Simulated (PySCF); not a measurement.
C4H6.

```xyz
10

C      0.0000     0.6719    -0.8142
C      0.0000    -0.6719    -0.8142
C      0.0000    -0.7848     0.6995
C      0.0000     0.7848     0.6995
H      0.0000     1.4247    -1.6076
H      0.0000    -1.4247    -1.6076
H      0.8948    -1.2492     1.1479
H     -0.8948    -1.2492     1.1479
H     -0.8948     1.2492     1.1479
H      0.8948     1.2492     1.1479
```

Coordinates come from a B3LYP-D3(BJ)/def2-SVP optimisation.

Calculation: HF/pcSseg-1 in PySCF. Non-relativistic, no solvent.

Computed absolute GIAO shielding of each atom: isotropic value and principal components (ppm):
```json
[
 {"atom": "C1", "σ(iso)": "42.8", "σ11": "-88.7", "σ22": "63.8", "σ33": "153.3", "span": "242.0"},
 {"atom": "C2", "σ(iso)": "42.8", "σ11": "-88.7", "σ22": "63.8", "σ33": "153.3", "span": "242.0"},
 {"atom": "C3", "σ(iso)": "160.8", "σ11": "153.8", "σ22": "158.6", "σ33": "170.1", "span": "16.3"},
 {"atom": "C4", "σ(iso)": "160.8", "σ11": "153.8", "σ22": "158.6", "σ33": "170.1", "span": "16.3"},
 {"atom": "H5", "σ(iso)": "25.4", "σ11": "23.7", "σ22": "24.7", "σ33": "27.8", "span": "4.2"},
 {"atom": "H6", "σ(iso)": "25.4", "σ11": "23.7", "σ22": "24.7", "σ33": "27.8", "span": "4.2"},
 {"atom": "H7", "σ(iso)": "29.2", "σ11": "26.0", "σ22": "27.0", "σ33": "34.4", "span": "8.4"},
 {"atom": "H8", "σ(iso)": "29.2", "σ11": "26.0", "σ22": "27.0", "σ33": "34.4", "span": "8.4"},
 {"atom": "H9", "σ(iso)": "29.2", "σ11": "26.0", "σ22": "27.0", "σ33": "34.4", "span": "8.4"},
 {"atom": "H10", "σ(iso)": "29.2", "σ11": "26.0", "σ22": "27.0", "σ33": "34.4", "span": "8.4"}
]
```
